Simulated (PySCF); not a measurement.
PySCF input (TPSSh/def2-TZVPD):

```python
from pyscf import gto, scf, dft

mol = gto.M(
    atom='''
    F     1.29520938   -1.26139035    0.46692988
    C     0.91648219   -0.15629491   -0.14843156
    F     1.62424099    0.89160712    0.23146146
    C    -0.58424956    0.07173448   -0.16049885
    F    -1.06606594    0.28104655    1.08007311
    F    -0.87386773    1.14285652   -0.90331184
    F    -1.20100512   -0.99774622   -0.66919900
    ''',
    basis='def2-tzvpd',
    charge=0,
    spin=1,
    verbose=4,
)

mf = dft.UKS(mol, xc='tpssh').density_fit(auxbasis='def2-universal-jkfit')
mf.grids.level = 3
mf.conv_tol = 1e-9
mf.max_cycle = 100
mf.max_memory = 1500
mf.kernel()
if not mf.converged:
    mf = mf.newton()
    mf.kernel(mf.make_rdm1())
for _ in range(2):
    mo, _, stable, _ = mf.stability(return_status=True)
    if stable:
        break
    mf.kernel(mf.make_rdm1(mo, mf.mo_occ))
mf.analyze()
```

End of the output:

```
Extra cycle  E= -575.603140468895  delta_E= 4.62e-11  |g|= 1.78e-05  |ddm|= 1.91e-05
converged SCF energy = -575.603140468895  <S^2> = 0.75298143  2S+1 = 2.0029792
uhf_internal: lowest eigs of H = [0.45794139 0.47915168 0.50075804]
<class 'pyscf.df.df_jk.DFUKS'> wavefunction is stable in the internal stability analysis
**** SCF Summaries ****
Total Energy =                        -575.603140468894708
Nuclear Repulsion Energy =             344.199761723227709
One-electron Energy =                -1482.798359274361474
Two-electron Energy =                  562.995457082239000
Two-electron Coulomb Energy =          626.175037978299315
DFT Exchange-Correlation Energy =      -63.179580896060315
HOMO-LUMO gap [eV] =                     3.787443077164776
**** MO energy ****
                             alpha | beta                alpha | beta
MO #1   energy= -24.6758424234998  | -24.6720710139627  occ= 1 | 1
MO #2   energy= -24.6758354819702  | -24.67206346618    occ= 1 | 1
MO #3   energy= -24.661953940831   | -24.6620138710321  occ= 1 | 1
MO #4   energy= -24.6619457381014  | -24.6620055734624  occ= 1 | 1
MO #5   energy= -24.6589136764663  | -24.6575250110856  occ= 1 | 1
MO #6   energy= -10.3977232303814  | -10.3968281300393  occ= 1 | 1
MO #7   energy= -10.3239799747634  | -10.3079116496702  occ= 1 | 1
MO #8   energy= -1.32221636563339  | -1.32024577979767  occ= 1 | 1
MO #9   energy= -1.29710983425261  | -1.29000948299021  occ= 1 | 1
MO #10  energy= -1.24631059238538  | -1.24110781715405  occ= 1 | 1
MO #11  energy= -1.23235554710366  | -1.23095641388223  occ= 1 | 1
MO #12  energy= -1.2296654512968   | -1.2276771998425   occ= 1 | 1
MO #13  energy= -0.784685053505076 | -0.770442312816375 occ= 1 | 1
MO #14  energy= -0.67770039236418  | -0.669817441173777 occ= 1 | 1
MO #15  energy= -0.617951129670102 | -0.612804792451491 occ= 1 | 1
MO #16  energy= -0.610950003849416 | -0.608444182847206 occ= 1 | 1
MO #17  energy= -0.604383836324724 | -0.598228999407477 occ= 1 | 1
MO #18  energy= -0.577690447671742 | -0.573195029256805 occ= 1 | 1
MO #19  energy= -0.542952860106571 | -0.510858391129357 occ= 1 | 1
MO #20  energy= -0.488628249932584 | -0.485604470722975 occ= 1 | 1
MO #21  energy= -0.473690449535304 | -0.47255786319828  occ= 1 | 1
MO #22  energy= -0.471104454091464 | -0.469170914578739 occ= 1 | 1
MO #23  energy= -0.466544612381355 | -0.453027678030269 occ= 1 | 1
MO #24  energy= -0.448201649276938 | -0.442914885923754 occ= 1 | 1
MO #25  energy= -0.435350605279432 | -0.433408418547177 occ= 1 | 1
MO #26  energy= -0.428696003337477 | -0.427698907573685 occ= 1 | 1
MO #27  energy= -0.41464376431683  | -0.413915546517356 occ= 1 | 1
MO #28  energy= -0.404965844055588 | -0.396812565419091 occ= 1 | 1
MO #29  energy= -0.261364435388611 | -0.122178468368002 occ= 1 | 0
MO #30  energy= 0.00305841699586338 | 0.00735761776104242 occ= 0 | 0
MO #31  energy= 0.0242865401940833 | 0.0294003055618911 occ= 0 | 0
MO #32  energy= 0.0305976780947735 | 0.0337130334277688 occ= 0 | 0
MO #33  energy= 0.0448729593599785 | 0.051146104962491  occ= 0 | 0
MO #34  energy= 0.0756478930503996 | 0.0800899238303236 occ= 0 | 0
MO #35  energy= 0.0774748857135009 | 0.0818633462024522 occ= 0 | 0
MO #36  energy= 0.0794683615386082 | 0.0856931426314727 occ= 0 | 0
MO #37  energy= 0.0917909444192083 | 0.0927706161883635 occ= 0 | 0
MO #38  energy= 0.0958412016109604 | 0.0972490290846603 occ= 0 | 0
MO #39  energy= 0.100617397700392  | 0.102653951567817  occ= 0 | 0
MO #40  energy= 0.100993016615469  | 0.117180167040224  occ= 0 | 0
MO #41  energy= 0.140694424672634  | 0.142055488622828  occ= 0 | 0
MO #42  energy= 0.142763672829233  | 0.143516252052548  occ= 0 | 0
MO #43  energy= 0.146917112879763  | 0.154276638839882  occ= 0 | 0
MO #44  energy= 0.152484789011048  | 0.154426996287927  occ= 0 | 0
MO #45  energy= 0.15601995936638   | 0.15870136792209   occ= 0 | 0
MO #46  energy= 0.165203340920666  | 0.166625087084363  occ= 0 | 0
MO #47  energy= 0.178181970048708  | 0.180106711537976  occ= 0 | 0
MO #48  energy= 0.178322414478572  | 0.191677872298797  occ= 0 | 0
MO #49  energy= 0.192178204984328  | 0.199298804339389  occ= 0 | 0
MO #50  energy= 0.211860451630348  | 0.221244395819407  occ= 0 | 0
MO #51  energy= 0.215133208599888  | 0.222285802363567  occ= 0 | 0
MO #52  energy= 0.221242470634015  | 0.227755006591409  occ= 0 | 0
MO #53  energy= 0.248791241977698  | 0.254257924150804  occ= 0 | 0
MO #54  energy= 0.255352323474835  | 0.261506650675188  occ= 0 | 0
MO #55  energy= 0.262484355747457  | 0.269755551459005  occ= 0 | 0
MO #56  energy= 0.273105602635372  | 0.279144443026553  occ= 0 | 0
MO #57  energy= 0.281380866134007  | 0.287217404365127  occ= 0 | 0
MO #58  energy= 0.299092389185823  | 0.300366233686705  occ= 0 | 0
MO #59  energy= 0.309803695545802  | 0.315655911700028  occ= 0 | 0
MO #60  energy= 0.320668955656026  | 0.326180023079372  occ= 0 | 0
MO #61  energy= 0.330085609799026  | 0.335955030122545  occ= 0 | 0
MO #62  energy= 0.343943462112439  | 0.347203836552297  occ= 0 | 0
MO #63  energy= 0.36302332481195   | 0.365791644558576  occ= 0 | 0
MO #64  energy= 0.371699393695586  | 0.375309887848287  occ= 0 | 0
MO #65  energy= 0.389815216617153  | 0.392128705468683  occ= 0 | 0
MO #66  energy= 0.391186174091529  | 0.396337568939109  occ= 0 | 0
MO #67  energy= 0.399891054952838  | 0.403815602245863  occ= 0 | 0
MO #68  energy= 0.40128089474911   | 0.409721103915856  occ= 0 | 0
MO #69  energy= 0.418719850263363  | 0.423105438899689  occ= 0 | 0
MO #70  energy= 0.425953772404667  | 0.427989515883252  occ= 0 | 0
MO #71  energy= 0.46544341882014   | 0.472267275369372  occ= 0 | 0
MO #72  energy= 0.511062588386307  | 0.512941586503924  occ= 0 | 0
MO #73  energy= 0.511658765567332  | 0.513662599212719  occ= 0 | 0
MO #74  energy= 0.521774524951425  | 0.523497355827661  occ= 0 | 0
MO #75  energy= 0.548449993562453  | 0.555041199748338  occ= 0 | 0
MO #76  energy= 0.561566603583787  | 0.562382080276316  occ= 0 | 0
MO #77  energy= 0.577585057251178  | 0.583566845769777  occ= 0 | 0
MO #78  energy= 0.592272559261683  | 0.594377591951624  occ= 0 | 0
MO #79  energy= 0.59255569882221   | 0.595270655035649  occ= 0 | 0
MO #80  energy= 0.598103896502911  | 0.601263550252569  occ= 0 | 0
MO #81  energy= 0.59878647096738   | 0.601547154037374  occ= 0 | 0
MO #82  energy= 0.619373983644078  | 0.620753240358311  occ= 0 | 0
MO #83  energy= 0.621171726538088  | 0.627043046502856  occ= 0 | 0
MO #84  energy= 0.630956442940771  | 0.636280252182374  occ= 0 | 0
MO #85  energy= 0.644805446066599  | 0.645682974578429  occ= 0 | 0
MO #86  energy= 0.653487723523359  | 0.656634418155988  occ= 0 | 0
MO #87  energy= 0.674812448451784  | 0.676133372195306  occ= 0 | 0
MO #88  energy= 0.698494375612092  | 0.702281464337047  occ= 0 | 0
MO #89  energy= 0.702002958507944  | 0.706612606446682  occ= 0 | 0
MO #90  energy= 0.732493406502333  | 0.735419787360684  occ= 0 | 0
MO #91  energy= 0.732831447977998  | 0.736397659606455  occ= 0 | 0
MO #92  energy= 0.77309045387803   | 0.773678377775389  occ= 0 | 0
MO #93  energy= 0.776983691872655  | 0.780108868156732  occ= 0 | 0
MO #94  energy= 0.791099928920547  | 0.794851718915363  occ= 0 | 0
MO #95  energy= 0.797095061261669  | 0.798536685002606  occ= 0 | 0
MO #96  energy= 0.812561996135206  | 0.819099415257206  occ= 0 | 0
MO #97  energy= 0.819181321194929  | 0.824577175889147  occ= 0 | 0
MO #98  energy= 0.841907367583973  | 0.846499451340321  occ= 0 | 0
MO #99  energy= 0.845668643841288  | 0.848194174874655  occ= 0 | 0
MO #100 energy= 0.873958233536292  | 0.878826210390497  occ= 0 | 0
MO #101 energy= 0.889671610935882  | 0.898684067773605  occ= 0 | 0
MO #102 energy= 0.897719709061694  | 0.9055943619236    occ= 0 | 0
MO #103 energy= 0.927273597539751  | 0.931560545788034  occ= 0 | 0
MO #104 energy= 0.939338665036163  | 0.942927373723757  occ= 0 | 0
[...]
```

It need not be the lowest isomer of its formula.
